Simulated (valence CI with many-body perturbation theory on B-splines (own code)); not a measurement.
# Level structure of Pt XXIX

Computed by configuration interaction combined with many-body perturbation theory (CI+MBPT): four valence electrons over a frozen Dirac-Fock core [Kr] 4d10, a basis of 8 s, 8 p, 9 d, 9 f, 6 g, 3 h, 2 i functions for each j, with the one-electron correlation potential Σ1, the two-electron term Σ2, the three-electron term Σ3, Breit, model QED; selected CI, second order for the rest, scaled by the run's own slope (own B-spline code, finite nucleus).

The last digits are not significant, and no measured levels were compared; by estimate large intervals hold to a few tenths of a per cent, small ones and those within an open d or f shell to about a per cent. Core correlation moves these levels by up to 5500 cm⁻¹, and in measured spectra 5 to 20 % of such shifts remained as error; rates that hang on mixing are uncertain with them. Only levels of the ground parity were solved; by the run's estimate the other parity begins above the list, which can be wrong where configurations are misplaced.

Levels 46 to 68 of 68, with energies above the lowest level, (4f5/2^4) J=4. "Leading %" is the weight of the configuration and term that name the level; weights of strongly mixed levels are sums over their largest components and can fall short. In the jj column 3d3/2^4 stands for four electrons in 3d with j = 3/2. Lifetimes count E1, E2, E3, M1 and M2 decay at the calculated energies, and are blank where another channel may lead or the interval is too uncertain; long ones can be off by a factor of two.

| No. | Configuration | Term | J | E (cm⁻¹) | Leading % | Lifetime | Second component | Leading jj |
| --- | --- | --- | --- | --- | --- | --- | --- | --- |
| 46 | 4f4 | 5D | 4 | 141800 | 39 | 788 μs | 35 % 4f4 3H | 4f5/2^2 4f7/2^2 (82 %) |
| 47 | 4f4 | 3K | 6 | 142940 | 32 | 864 μs | 20 % 4f4 3H | 4f5/2 4f7/2^3 (38 %) |
| 48 | 4f4 | 3G | 5 | 143570 | 30 | 501 μs | 27 % 4f4 3I | 4f5/2 4f7/2^3 (60 %) |
| 49 | 4f4 | 3D | 1 | 144080 | 55 | 352 μs | 36 % 4f4 3P | 4f5/2 4f7/2^3 (96 %) |
| 50 | 4f4 | 3F | 2 | 144160 | 39 | 414 μs | 35 % 4f4 3P | 4f5/2 4f7/2^3 (81 %) |
| 51 | 4f4 | 3L | 9 | 145290 | 63 | 889 μs | 37 % 4f4 3M | 4f5/2 4f7/2^3 (98 %) |
| 52 | 4f4 | 3H | 5 | 146960 | 66 | 1.48 ms | 19 % 4f4 3G | 4f5/2^2 4f7/2^2 (82 %) |
| 53 | 4f4 | 3F | 3 | 149300 | 60 | 527 μs | 24 % 4f4 3D | 4f5/2 4f7/2^3 (77 %) |
| 54 | 4f4 | 3H | 4 | 152860 | 45 | 632 μs | 28 % 4f4 1G | 4f5/2^3 4f7/2 (47 %) |
| 55 | 4f4 | 3G | 3 | 157800 | 58 | 698 μs | 18 % 4f4 3F | 4f5/2^2 4f7/2^2 (56 %) |
| 56 | 4f4 | 3K | 6 | 157940 | 29 | 1.09 ms | 28 % 4f4 3H | 4f5/2^2 4f7/2^2 (46 %) |
| 57 | 4f4 | 3G | 4 | 160300 | 56 | 603 μs | 19 % 4f4 3F | 4f5/2^2 4f7/2^2 (55 %) |
| 58 | 4f4 | 3G | 5 | 163340 | 57 | 448 μs | 34 % 4f4 3H | 4f5/2 4f7/2^3 (49 %) |
| 59 | 4f4 | 1G | 4 | 163580 | 40 | 531 μs | 32 % 4f4 3H | 4f5/2 4f7/2^3 (48 %) |
| 60 | 4f4 | 3F | 2 | 165340 | 69 | 884 μs | 18 % 4f4 1D | 4f5/2^2 4f7/2^2 (57 %) |
| 61 | 4f4 | 1K | 7 | 166180 | 41 | 688 μs | 32 % 4f4 3I | 4f5/2 4f7/2^3 (73 %) |
| 62 | 4f4 | 3K | 8 | 166410 | 54 | 1.85 ms | 44 % 4f4 1L | 4f5/2^2 4f7/2^2 (93 %) |
| 63 | 4f4 | 3P | 0 | 166820 | 49 | 258 μs | 34 % 4f4 5D | 4f5/2^2 4f7/2^2 (67 %) |
| 64 | 4f4 | 3K | 8 | 167930 | 36 | 313 μs | 36 % 4f4 1L | 4f7/2^4 (73 %) |
| 65 | 4f4 | 3I | 5 | 169740 | 49 | 493 μs | 32 % 4f4 3H | 4f5/2^2 4f7/2^2 (39 %) |
| 66 | 4f4 | 3K | 7 | 169850 | 54 | 1.39 ms | 25 % 4f4 3I | 4f5/2^2 4f7/2^2 (79 %) |
| 67 | 4f4 | 3H | 6 | 171140 | 45 | 764 μs | 34 % 4f4 1I | 4f5/2 4f7/2^3 (59 %) |
| 68 | 4f4 | 1D | 2 | 171500 | 65 | 417 μs | 17 % 4f4 3D | 4f5/2 4f7/2^3 (72 %) |

Where two levels of one J and parity lie close, their mixing, g and order are uncertain.
